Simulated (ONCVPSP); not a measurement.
## gold (Au) ONCV: all-electron and pseudo phase curves

- Element: gold
- Generator: ONCVPSP 4.0.1
- Type: optimised norm-conserving Vanderbilt (ONCV)
- Functional: PBE
- Relativity: fully relativistic
- Frozen core: [Kr] 4d10 4f14 5s2
- Valence charge: 17
- Reference configuration: 5p6 5d10 6s0.75 6p0.25
- Partial waves: 6s: rc 2.50 bohr, ncon 5, nbas 10, qcut 2.6 1/bohr, 2 projectors, debl 3.8 Ha; 5p+6p: rc 1.60 bohr, ncon 4, nbas 9, qcut 7.2 1/bohr, 2 projectors; 5d: rc 1.35 bohr, ncon 3, nbas 7, qcut 7.3 1/bohr, 3 projectors, debl 2.8 Ha; f scattering state at 0.3 Ha: rc 2.50 bohr, ncon 4, nbas 7, qcut 5 1/bohr, 2 projectors, debl 3.7 Ha
- Local potential: polynomial inside 0.90 bohr (lpopt 1, dvloc0 0 Ha)
- Core correction: none

Open shells are filled in proportion to 2j + 1.

The phase is arctan(r·R′/R) of the radial function R(r), unwrapped; energies in Ha, scanned from -4 to 5 Ha. A pole is an energy at which the radial function vanishes at the test radius. The pseudo phase is shifted by a multiple of π to meet the all-electron one at the reference energy, and phase errors are pseudo minus all-electron; the curves can meet again beyond the range given. Levels narrower than the energy grid can be missing from the lists of poles.

Question: For each channel, where are the poles, and over which energies does the pseudopotential scatter like the atom?

Answer:

```json
{"channel": "s", "radius (bohr)": "2.54", "reference energy (Ha)": "-0.23", "poles, all-electron": "0.85", "poles, pseudo": "0.83", "unbroken range about the reference energy with phases within 0.05 rad": "-4.0 to 2.4", "phase error 1 Ha above the reference energy (rad)": "-0.003"}
{"channel": "p3/2", "radius (bohr)": "1.62", "reference energy (Ha)": "-0.04", "poles, all-electron": "-1.32", "poles, pseudo": "-1.32", "unbroken range about the reference energy with phases within 0.05 rad": "the whole range", "phase error 1 Ha above the reference energy (rad)": "-0.000"}
{"channel": "p1/2", "radius (bohr)": "1.62", "reference energy (Ha)": "-0.06", "poles, all-electron": "-2.18", "poles, pseudo": "-2.18", "unbroken range about the reference energy with phases within 0.05 rad": "the whole range", "phase error 1 Ha above the reference energy (rad)": "-0.001"}
{"channel": "d5/2", "radius (bohr)": "1.37", "reference energy (Ha)": "-0.25", "poles, all-electron": "3.08", "poles, pseudo": "3.08", "unbroken range about the reference energy with phases within 0.05 rad": "the whole range", "phase error 1 Ha above the reference energy (rad)": "+0.000"}
{"channel": "d3/2", "radius (bohr)": "1.37", "reference energy (Ha)": "-0.31", "poles, all-electron": "2.81", "poles, pseudo": "2.81", "unbroken range about the reference energy with phases within 0.05 rad": "the whole range", "phase error 1 Ha above the reference energy (rad)": "+0.000"}
{"channel": "f7/2", "radius (bohr)": "2.54", "reference energy (Ha)": "0.30", "poles, all-electron": "1.94", "poles, pseudo": "1.95", "unbroken range about the reference energy with phases within 0.05 rad": "below 3.1", "phase error 1 Ha above the reference energy (rad)": "+0.003"}
{"channel": "f5/2", "radius (bohr)": "2.54", "reference energy (Ha)": "0.30", "poles, all-electron": "1.93", "poles, pseudo": "1.94", "unbroken range about the reference energy with phases within 0.05 rad": "below 3.1", "phase error 1 Ha above the reference energy (rad)": "+0.003"}
```

Note: ghosts flagged at negative energy: s at -169.5 eV; GHOST(+) flagged for s at 106.1 eV, f7/2 at 335.2 eV, f5/2 at 345.3 eV. A true bound ghost makes a file unfit for plane-wave use.

Phases in the p3/2 channel:

```csv
E (Ha),all-electron,pseudo
-3.98,1.101,1.101
-3.50,0.934,0.933
-3.02,0.470,0.470
-2.54,-0.682,-0.682
-2.06,-1.294,-1.294
-1.58,-1.506,-1.506
-1.10,-1.616,-1.616
-0.62,-1.692,-1.692
-0.14,-1.760,-1.760
0.34,-1.830,-1.830
0.82,-1.916,-1.917
1.30,-2.039,-2.040
1.78,-2.242,-2.244
2.26,-2.622,-2.631
2.74,-3.262,-3.284
3.22,-3.844,-3.867
3.70,-4.162,-4.181
4.18,-4.332,-4.349
4.66,-4.434,-4.450
```
